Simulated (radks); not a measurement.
Sb II, configuration [Kr] 4d10 5s2 5p2. All-electron calculation, scalar-relativistic Kohn-Sham, LDA (Slater exchange, VWN5 correlation), spin-unpolarised, spherical densities, finite nucleus; Fermi nuclear charge, rms radius 4.6802 fm. Program: a radial shooting solver on a logarithmic mesh with Libxc functionals.

Normalised radial functions P(r) = r R(r), r in bohr:

r	3d	4p	5p
0.00152	0.0000	0.0022	0.0007
0.002027	0.0000	0.0037	0.0011
0.002703	0.0001	0.0062	0.0018
0.003606	0.0002	0.0103	0.0030
0.004809	0.0005	0.0170	0.0050
0.006414	0.0011	0.0280	0.0083
0.008555	0.0025	0.0456	0.0135
0.0115	0.0056	0.0742	0.0220
0.01534	0.0122	0.1164	0.0346
0.02046	0.0261	0.1768	0.0525
0.02729	0.0546	0.2567	0.0762
0.0364	0.1107	0.3492	0.1035
0.04855	0.2150	0.4318	0.1279
0.06475	0.3950	0.4594	0.1357
0.08636	0.6755	0.3694	0.1082
0.1152	1.0551	0.1135	0.0313
0.1536	1.4712	-0.2754	-0.0844
0.2049	1.7818	-0.6228	-0.1849
0.2733	1.8158	-0.6533	-0.1854
0.3645	1.4997	-0.1982	-0.0373
0.4862	0.9562	0.5656	0.1908
0.6484	0.4417	1.1526	0.3181
0.8648	0.1362	1.1937	0.1970
1.163	0.0240	0.7864	-0.1454
1.551	0.0023	0.3480	-0.4963
2.068	0.0001	0.0990	-0.6802
2.759	0.0000	0.0165	-0.6320
3.68	0.0000	0.0014	-0.4224
4.908	0.0000	0.0000	-0.1962
6.546	0.0000	0.0000	-0.0585
8.73	0.0000	0.0000	-0.0100

3d: eigenvalue -524.73 eV, 0 radial nodes, <r> = 0.306 bohr, 90 % of the charge inside 0.481 bohr. 4p: eigenvalue -110.19 eV, 2 radial nodes at r = 0.126, 0.395 bohr, <r> = 0.852 bohr, 90 % of the charge inside 1.25 bohr. 5p: eigenvalue -12.229 eV, 3 radial nodes at r = 0.125, 0.383, 1.04 bohr, <r> = 2.66 bohr, 90 % of the charge inside 3.95 bohr.
